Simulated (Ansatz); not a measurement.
## Telling isomers of CHFOZn apart by their spectra

These gas-phase data were calculated for one isomer of CHFOZn at PBE0-D3(BJ)/pcseg-1 (harmonic, unscaled wavenumbers; equilibrium rotational constants with average atomic masses):

| Item | Value |
| --- | --- |
| rotational constants | 52.67, 2.315, 2.217 GHz |
| all wavenumbers above 1500 cm⁻¹ | 2839, 1788 |
| dipole moment | 2.33 D (PBE0/def2-TZVPD) |

Candidates:

(1) `O=[CH][Zn][F]`, a singlet
(2) `O=[C](F)[ZnH]`, a singlet

Q: Assign the data to one candidate and say why.

A: Candidate (1). The band at 2839 cm⁻¹ lies where the C–H stretch is expected; (2) has no mode between 2750 and 3290 cm⁻¹.

The same quantities for all candidates:

```
     rotational constants (GHz)  wavenumbers above 1500 cm⁻¹  dipole (D)  E above the lowest, PBE0-D3(BJ)/pcseg-1 (kcal/mol)
(1)         52.67, 2.315, 2.217                   2839, 1788        2.33                                                 0.0
(2)         11.81, 2.869, 2.308                   1958, 1896        2.70                                                 6.0
```

Harmonic stretches to hydrogen usually lie a few per cent above observed fundamentals. Programs: Ansatz 0.2.0.
